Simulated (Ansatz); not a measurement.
Computed with Ansatz on PBE0-D4/def2-TZVP structures; ΔE is electronic, products minus reactants. CBS: MP2 limit from def2 TZ/QZ plus the TZ coupled-cluster correction, frozen cores. DFT in def2-TZVPP. B3LYP here is the variant with VWN-RPA as its local correlation; programs differ in this. Elements past krypton have def2 core potentials. For Sn outer-core shells are correlated without core-valence functions, which leaves a few kJ/mol of doubt a bond.

Consider the ligand exchange at the Si–C bond: `C=C([SiH3])[SiH3]` + `[NH2][SnH3]` → `[SiH3][NH][SnH3]` + `C=C[SiH3]`.

(1) Is it downhill or uphill in electronic energy at CCSD(T)/CBS, and by how much? (Best estimate.)

(2) What do these levels give: PBE-D4, PBE0-D4, B3LYP-D4, ωB97X-V, ωB97M-V, B3LYP, SCS-MP2/def2-TZVPP, HF/def2-QZVPP, SCS-MP2/def2-QZVPP, HF/CBS(def2), MP2/CBS(def2), CCSD/CBS(def2)? (Best estimate.)

Largest T1 diagnostic among the species: 0.013.

Answers

(1) Computed: Downhill: ΔE = -54.8 kJ/mol.

(2) The calculation gave: PBE-D4 -41.8, PBE0-D4 -47.2, B3LYP-D4 -52.3, ωB97X-V -53.6, ωB97M-V -53.1, B3LYP -55.0, SCS-MP2/def2-TZVPP -56.7, HF/def2-QZVPP -69.9, SCS-MP2/def2-QZVPP -57.9, HF/CBS(def2) -70.1, MP2/CBS(def2) -55.0, CCSD/CBS(def2) -57.8 kJ/mol.

In def2-TZVPP, CCSD(T) changes the Hartree–Fock value by +15.3 kJ/mol (the triples alone add +3.0 kJ/mol) and MP2 by +15.1 kJ/mol. From PBE to PBE0 (25 % exact exchange), in def2-TZVPP and without D4, ΔE moves by −5.2 kJ/mol.
